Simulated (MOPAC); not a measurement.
Input file for MOPAC: PM3 on C3H5N (a complex).

```
PM3 1SCF PRECISE CHARGE=0 THREADS=1
C3H5N

C     -0.08697632 1     0.63684179 1     0.22296924 1
C     -0.22787130 1    -0.67842542 1     0.12584609 1
H      0.88242362 1     1.11359623 1     0.13936012 1
H     -0.93663063 1     1.29079765 1     0.37916709 1
H     -1.19858723 1    -1.15424217 1     0.19865868 1
H      0.62046729 1    -1.33145077 1    -0.04106351 1
C      0.28375139 1    -0.33623757 1     3.77287694 1
N      0.42247213 1    -0.43631576 1     4.90671018 1
H      0.15435704 1    -0.24267668 1     2.71300230 1
```

Output:

```
*******************************************************************************
 **                                                                           **
 **                              MOPAC v23.2.5                                **
 **                                                                           **
 *******************************************************************************
 ** MOPAC's Digital Object Identifier: https://doi.org/10.5281/zenodo.6511958 **
 **                                                                           **
 ** Please cite the open-source release paper for use of this MOPAC version:  **
 ** J. E. Moussa and J. J. P. Stewart (2026)                                  **
 ** MOPAC: An open-source semiempirical molecular orbital program             **
 ** J. Open Source Softw., 11(119), 8025, https://doi.org/10.21105/joss.08025 **
 *******************************************************************************

                              PM3 CALCULATION RESULTS

 *******************************************************************************
 *  PM3        - The PM3 Hamiltonian to be used
 *
 *
 *
 *                 CHARGE ON SYSTEM = 0
 *
 *
 *
 *  PRECISE    - TIGHTER CRITERIA TO BE USED
 *  1SCF       - DO 1 SCF AND THEN STOP
 *  THREADS=1  - MULTI-THREADING NOT USED
 *  T=         - A TIME OF 172800.0 SECONDS REQUESTED
 *  DUMP=N     - RESTART FILE WRITTEN EVERY 7200.0 SECONDS REQUESTED
 *******************************************************************************
PM3 1SCF PRECISE CHARGE=0 THREADS=1
 C3H5N

   ATOM   CHEMICAL          X               Y               Z
  NUMBER   SYMBOL      (ANGSTROMS)     (ANGSTROMS)     (ANGSTROMS)

     1       C         -0.08697632  *   0.63684179  *   0.22296924  *
     2       C         -0.22787130  *  -0.67842542  *   0.12584609  *
     3       H          0.88242362  *   1.11359623  *   0.13936012  *
     4       H         -0.93663063  *   1.29079765  *   0.37916709  *
     5       H         -1.19858723  *  -1.15424217  *   0.19865868  *
     6       H          0.62046729  *  -1.33145077  *  -0.04106351  *
     7       C          0.28375139  *  -0.33623757  *   3.77287694  *
     8       N          0.42247213  *  -0.43631576  *   4.90671018  *
     9       H          0.15435704  *  -0.24267668  *   2.71300230  *



          CARTESIAN COORDINATES

    NO.       ATOM           X           Y           Z

     1         C         -0.0870      0.6368      0.2230
     2         C         -0.2279     -0.6784      0.1258
     3         H          0.8824      1.1136      0.1394
     4         H         -0.9366      1.2908      0.3792
     5         H         -1.1986     -1.1542      0.1987
     6         H          0.6205     -1.3315     -0.0411
     7         C          0.2838     -0.3362      3.7729
     8         N          0.4225     -0.4363      4.9067
     9         H          0.1544     -0.2427      2.7130

  H: (PM3): J. J. P. STEWART, J. COMP. CHEM. 10, 209 (1989).
  C: (PM3): J. J. P. STEWART, J. COMP. CHEM. 10, 209 (1989).
  N: (PM3): J. J. P. STEWART, J. COMP. CHEM. 10, 209 (1989).

           Empirical Formula: C3 H5 N  =     9 atoms



      MOLECULAR POINT GROUP   :   C2v


      RHF CALCULATION, NO. OF DOUBLY OCCUPIED LEVELS = 11


 -------------------------------------------------------------------------------
 PM3 1SCF PRECISE CHARGE=0 THREADS=1
 C3H5N



     1SCF WAS SPECIFIED, SO BFGS WAS NOT USED
     SCF FIELD WAS ACHIEVED


                              PM3 CALCULATION
                                                       MOPAC v23.2.5 Linux




          FINAL HEAT OF FORMATION =         48.36655 KCAL/MOL =     202.36565 KJ/MOL


          COSMO AREA              =        120.31 SQUARE ANGSTROMS
          COSMO VOLUME            =         99.50 CUBIC ANGSTROMS

          IONIZATION POTENTIAL    =         11.109027 EV
          HOMO LUMO ENERGIES (EV) =        -11.109  0.686
          NO. OF FILLED LEVELS    =         11
          MOLECULAR WEIGHT        =         55.0792         POINT GROUP:  C2v

          MOLECULAR DIMENSIONS (Angstroms)

            Atom       Atom       Distance
            N     8    H     3     5.03403
            H     6    H     4     3.06692
            H     5    N     8     2.82093


          SCF CALCULATIONS        =          1





   ATOM   CHEMICAL          X               Y               Z
  NUMBER   SYMBOL      (ANGSTROMS)     (ANGSTROMS)     (ANGSTROMS)

     1       C         -0.08697632  *   0.63684179  *   0.22296924  *
     2       C         -0.22787130  *  -0.67842542  *   0.12584609  *
     3       H          0.88242362  *   1.11359623  *   0.13936012  *
     4       H         -0.93663063  *   1.29079765  *   0.37916709  *
     5       H         -1.19858723  *  -1.15424217  *   0.19865868  *
     6       H          0.62046729  *  -1.33145077  *  -0.04106351  *
     7       C          0.28375139  *  -0.33623757  *   3.77287694  *
     8       N          0.42247213  *  -0.43631576  *   4.90671018  *
     9       H          0.15435704  *  -0.24267668  *   2.71300230  *

                             CARTESIAN COORDINATES

   1    C       -0.086976320     0.636841790     0.222969240
   2    C       -0.227871300    -0.678425420     0.125846090
   3    H        0.882423620     1.113596230     0.139360120
   4    H       -0.936630630     1.290797650     0.379167090
   5    H       -1.198587230    -1.154242170     0.198658680
   6    H        0.620467290    -1.331450770    -0.041063510
   7    C        0.283751390    -0.336237570     3.772876940
   8    N        0.422472130    -0.436315760     4.906710180
   9    H        0.154357040    -0.242676680     2.713002300


           Empirical Formula: C3 H5 N  =     9 atoms



      MOLECULAR POINT GROUP   :   C2v


                  EIGENVALUES
 -33.63417 -31.25521 -21.34775 -19.65936 -16.72289 -15.56312 -13.30250 -13.30233
 -12.53428 -12.47645 -11.10903   0.68616   1.60544   1.60570   2.24518   3.19408
   3.52649   3.74024   5.07743   5.20144   6.59337


              NET ATOMIC CHARGES AND DIPOLE CONTRIBUTIONS

  ATOM NO.   TYPE          CHARGE      No. of ELECS.   s-Pop       p-Pop
    1          C          -0.161324        4.1613     1.18513     2.97620
    2          C          -0.161351        4.1614     1.18513     2.97622
    3          H           0.082467        0.9175     0.91753
    4          H           0.082472        0.9175     0.91753
    5          H           0.082468        0.9175     0.91753
    6          H           0.082476        0.9175     0.91752
    7          C          -0.171049        4.1710     1.28673     2.88432
    8          N          -0.069963        5.0700     1.74297     3.32699
    9          H           0.233804        0.7662     0.76620
 DIPOLE           X         Y         Z       TOTAL
 POINT-CHG.    -0.208     0.150    -1.704     1.724
 HYBRID        -0.141     0.102    -1.153     1.166
 SUM           -0.349     0.252    -2.857     2.890


          ATOMIC ORBITAL ELECTRON POPULATIONS

     Atom    s        px        py        pz
    1  C   1.18513   1.01148   0.96682   0.99789
    2  C   1.18513   1.01125   0.96840   0.99658
    3  H   0.91753
    4  H   0.91753
    5  H   0.91753
    6  H   0.91752
    7  C   1.28673   0.95099   0.95071   0.98263
    8  N   1.74297   1.05210   1.05090   1.22399
    9  H   0.76620

 **********************
 *                    *
 * JOB ENDED NORMALLY *
 *                    *
 **********************




 == MOPAC DONE ==
```

The run finished.

Cost: around 0.03 core-seconds (rough).
